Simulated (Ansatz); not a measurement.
# Ligand exchange: Sn(CH3)F + BH2(NH2) → Sn(CH3)(NH2) + BH2F

Gas-phase species: Sn(CH3)F, singlet; BH2(NH2), singlet; Sn(CH3)(NH2), singlet; BH2F `BF`, singlet. The partners trade F for NH2: Sn–F and B–NH2 bonds give way to Sn–NH2 and B–F.

Shapes, held fixed at every level: PBE0-D4/def2-TZVP. Flexible molecules stand in one conformer, not always the lowest. Programs: Ansatz 0.2.0. The zero-point and thermal change to 298 K, harmonic and unscaled (PBE0-D4/def2-TZVP), is -3.6 kJ/mol.

```json
{"level": "HF/def2-SVP", "kind": "Hartree–Fock", "ΔH(298 K) (kJ/mol)": "+55.7", "less CCSD(T)/def2-TZVPP": "+6.9"}
{"level": "HF/def2-TZVPP", "kind": "Hartree–Fock", "ΔH(298 K) (kJ/mol)": "+53.4", "less CCSD(T)/def2-TZVPP": "+4.6"}
{"level": "r2SCAN-D4/def2-TZVPP", "kind": "meta-GGA", "ΔH(298 K) (kJ/mol)": "+61.8", "less CCSD(T)/def2-TZVPP": "+13.0"}
{"level": "wB97X-V/def2-TZVPP", "kind": "range-separated hybrid", "ΔH(298 K) (kJ/mol)": "+62.3", "less CCSD(T)/def2-TZVPP": "+13.5"}
{"level": "B2PLYP/def2-TZVPP", "kind": "double hybrid", "ΔH(298 K) (kJ/mol)": "+58.2", "less CCSD(T)/def2-TZVPP": "+9.4"}
{"level": "CCSD/def2-SVP", "kind": "coupled cluster or CI", "ΔH(298 K) (kJ/mol)": "+53.0", "less CCSD(T)/def2-TZVPP": "+4.2"}
{"level": "CCSD(T)/def2-TZVPP", "kind": "coupled cluster or CI", "ΔH(298 K) (kJ/mol)": "+48.8", "less CCSD(T)/def2-TZVPP": "0.0"}
```

The highest level, CCSD(T)/def2-TZVPP, gives ΔH(298 K) = +48.8 kJ/mol; the levels span +48.8 to +62.3. The column of differences is taken from that level and isn't an error. No measured value is set beside it here. For atoms past krypton def2 sets carry core potentials with scalar relativity. Outer-core shells of Sn are correlated, in sets that cover them unevenly. CCSD(T)/def2-TZVPP lies outside the range of the other correlated levels here, so it shouldn't be taken on trust.
